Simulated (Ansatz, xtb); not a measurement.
**C2H8F3PSi2: which of two isomers lies lower**

We compare I, `FC(F)(F)[Si@H](P)C[SiH3]`, a singlet, with II, `FC(F)(F)C[SiH2]P[SiH3]`, a singlet. Both are isolated molecules in the gas phase, relaxed with r2SCAN-D4/def2-SVP, each in the lowest conformer that the search found.

I (Å):

```yaml
atoms:
  - { symbol: C, position_ang: [0.5382, -2.8071, 0.9187] }
  - { symbol: C, position_ang: [0.7522, -0.0597, -0.4390] }
  - { symbol: F, position_ang: [0.4867, -3.3880, -0.3023] }
  - { symbol: F, position_ang: [-0.7474, -2.6083, 1.3083] }
  - { symbol: F, position_ang: [1.0679, -3.7118, 1.7675] }
  - { symbol: P, position_ang: [1.4650, -0.1689, 2.9167] }
  - { symbol: Si, position_ang: [1.5233, -1.1425, 0.8791] }
  - { symbol: Si, position_ang: [-1.1075, 0.2767, -0.3338] }
  - { symbol: H, position_ang: [2.9328, -1.5108, 0.5565] }
  - { symbol: H, position_ang: [1.9175, -1.3643, 3.5582] }
  - { symbol: H, position_ang: [0.0840, -0.4876, 3.1032] }
  - { symbol: H, position_ang: [0.9653, -0.5093, -1.4261] }
  - { symbol: H, position_ang: [1.2795, 0.9117, -0.4173] }
  - { symbol: H, position_ang: [-1.8799, -0.9327, -0.7348] }
  - { symbol: H, position_ang: [-1.4571, 1.4007, -1.2537] }
  - { symbol: H, position_ang: [-1.4894, 0.6671, 1.0568] }
```

II (Å):

```yaml
atoms:
  - { symbol: C, position_ang: [-0.5604, 1.7582, 0.9589] }
  - { symbol: C, position_ang: [0.1044, 1.1142, -0.2260] }
  - { symbol: F, position_ang: [-1.0369, 2.9826, 0.6696] }
  - { symbol: F, position_ang: [-1.6011, 1.0242, 1.4037] }
  - { symbol: F, position_ang: [0.2937, 1.9005, 1.9906] }
  - { symbol: P, position_ang: [1.7963, -1.3015, -1.8167] }
  - { symbol: Si, position_ang: [0.6874, -0.6740, 0.0558] }
  - { symbol: Si, position_ang: [2.4212, -3.3529, -1.0811] }
  - { symbol: H, position_ang: [-0.6065, 1.1264, -1.0680] }
  - { symbol: H, position_ang: [0.9605, 1.7454, -0.5152] }
  - { symbol: H, position_ang: [-0.4930, -1.5753, 0.1957] }
  - { symbol: H, position_ang: [1.5185, -0.7455, 1.2937] }
  - { symbol: H, position_ang: [3.0210, -0.6582, -1.4479] }
  - { symbol: H, position_ang: [3.4758, -3.8755, -1.9985] }
  - { symbol: H, position_ang: [2.9429, -3.3583, 0.3201] }
  - { symbol: H, position_ang: [1.2187, -4.2332, -1.1553] }
```

**Question.** Estimate which is lower in electronic energy at CCSD(T)/def2-SVP + ΔMP2/def2-TZVPP, and by roughly how much.

**Answer.** The CCSD(T)/def2-SVP + ΔMP2/def2-TZVPP calculation puts structure II lower, by 29.6 kJ/mol.

How the difference moves with the method:

```csv
level,geometry,E(II) − E(I) (kJ/mol),departure from the last row (kJ/mol),"job, with rough time for the two"
GFN2-xTB,GFN2-xTB,−84.6,−55.0,"optimisation, 0.82 s"
HF/STO-3G,GFN2-xTB,−10.9,+18.7,"single point, 1.6 s"
r2SCAN-D4/def2-SVP//GFN2-xTB,GFN2-xTB,−36.1,−6.5,"single point, 9.3 s"
r2SCAN-D4/def2-SVP,r2SCAN-D4/def2-SVP,−34.1,−4.5,"optimisation, 4.1 min"
HF/def2-SVP,r2SCAN-D4/def2-SVP,−46.7,−17.2,part of the CCSD(T) run
MP2/def2-SVP,r2SCAN-D4/def2-SVP,−37.6,−8.0,part of the CCSD(T) run
CCSD(T)/def2-SVP,r2SCAN-D4/def2-SVP,−37.5,−7.9,single point
CCSD(T)/def2-SVP + ΔMP2/def2-TZVPP,r2SCAN-D4/def2-SVP,−29.6,,"single point, 3.8 min"
```

As drawn, II has 1 C–C, 1 P–Si, 1 Si–H in place of 2 C–Si, 1 P–H.

The levels shown agree on the order. The largest departure from CCSD(T)/def2-SVP + ΔMP2/def2-TZVPP is that of GFN2-xTB, 55.0 kJ/mol. The last row adds to CCSD(T) the change of the MP2 difference between the two basis sets, here +7.9 kJ/mol.

With thermal terms from frequencies at re-optimised GFN2-xTB minima (ideal gas, soft modes damped towards free rotors, one conformer each, 298.15 K, 1 atm): on the last row, ΔE + ΔZPE = −26.4, ΔH = −27.8, ΔG = −25.4 kJ/mol.

The correlated steps freeze 20 core orbitals. Mirror images aren't counted in ΔG. Programs: Ansatz 0.2.0, xtb 6.7.1; the last row on 2 threads of Intel(R) Xeon(R) Processor @ 2.70GHz on a shared host.
